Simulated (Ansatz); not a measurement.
Ligand exchange: HF + Cd(CH3)(NH2) → NH3 + Cd(CH3)F

Species: HF (hydrogen fluoride), singlet; Cd(CH3)(NH2), singlet; NH3 (ammonia) `N`, singlet; Cd(CH3)F, singlet. The partners trade F for NH2: H–F and Cd–NH2 bonds give way to H–NH2 and Cd–F.

Shapes, held fixed at every level: PBE0-D4/def2-TZVP. Programs: Ansatz 0.2.0. Electronic energies: no zero-point or thermal term.

**Question.** Estimate ΔE of this reaction.

**Answer.** The highest level, CCSD(T)/def2-TZVPP, gives ΔE = -57.7 kJ/mol; the levels span -74.0 to -56.6. The column of differences is taken from that level and isn't an error. No measured value is set beside it here. For atoms past krypton def2 sets carry core potentials with scalar relativity. Outer-core shells of Cd are correlated, in sets that cover them unevenly. Times are processor times on shared x86 and Arm servers, and rough.

```csv
level,kind,ΔE (kJ/mol),less CCSD(T)/def2-TZVPP,CPU time (sum over the molecules)
SPW92/def2-TZVPP,LDA,-56.6,+1.1,5.5 s
B3LYP-D4/def2-TZVPP,global hybrid,-72.8,-15.1,13 s
BHLYP-D4/def2-TZVPP,global hybrid,-74.0,-16.3,10 s
PBE0-D4/def2-TZVPP,global hybrid,-66.0,-8.3,9.7 s
wB97X-V/def2-TZVPP,range-separated hybrid,-73.2,-15.5,29 s
CCSD/def2-SVP,coupled cluster or CI,-71.3,-13.6,–
CCSD(T)/def2-TZVPP,coupled cluster or CI,-57.7,0.0,5.4 min
```
